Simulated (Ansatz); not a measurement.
`O[Si](O)(Cl)[SiH](Cl)Cl` + `[Cl][GeH2][GeH3]` → `O[Si](O)(Cl)[GeH2][Cl]` + `Cl[SiH](Cl)[GeH3]`  (redistribution)

Program: Ansatz. Geometries: PBE0-D4/def2-TZVP. ΔE: electronic, gas phase. CCSD(T)/CBS is the MP2 limit (def2-TZVPP, def2-QZVPP) plus CCSD(T) − MP2 in def2-TZVPP, frozen cores. For Ge outer-core shells are correlated without core-valence functions, which leaves a few kJ/mol of doubt a bond. Scalar relativity is left out up to krypton. Each species was taken in one conformer, which may not be the lowest.

```csv
species,CCSD(T)/CBS(def2) energy (Eh)
`O[Si](O)(Cl)[SiH](Cl)Cl`,-2109.91721
`[Cl][GeH2][GeH3]`,-4615.04400
`O[Si](O)(Cl)[GeH2][Cl]`,-3437.71231
`Cl[SiH](Cl)[GeH3]`,-3287.25008
```

(1) Work out ΔE.

Largest T1 diagnostic among the species: 0.011.

## Answers

(1) ΔE = (-3437.71231) + (-3287.25008) − (-2109.91721) − (-4615.04400) = -0.00118 Eh = -3.1 kJ/mol.
